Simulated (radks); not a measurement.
The numbers below are computed, except where a source is named.
Problem. These are the eigenvalues of the occupied orbitals of an atom or ion with whole-number occupations (eV). Code: a radial shooting solver on a logarithmic mesh with Libxc functionals. Model: Dirac Kohn-Sham, PBE, spin-unpolarised, spherical densities, finite nucleus; Fermi nuclear charge, rms radius of each element as measured or else 0.836 A^(1/3) + 0.57 fm.

1s1/2: -13386.45
2s1/2: -1804.028
2p1/2: -1631.869
2p3/2: -1584.338
3s1/2: -308.7190
3p1/2: -248.7684
3p3/2: -241.9019
3d3/2: -137.8065
3d5/2: -136.7046
4s1/2: -81.0238

Which element is it, and in what charge state? The configuration may be excited. Open shells, if any, fill j = l - 1/2 first.

Solution. Z = 35, bromine, charge +5: Br5+ in [Ar] 3d10 4s2. The list shows which subshells hold electrons but not how many an open one holds; the 1s level, -491.94 hartree, gives Z - s = 31.4 by -(Z - s)^2/2, which with screening and relativity narrows Z to a few neighbours, and the depths of the outer levels then fix element, charge and occupations together.
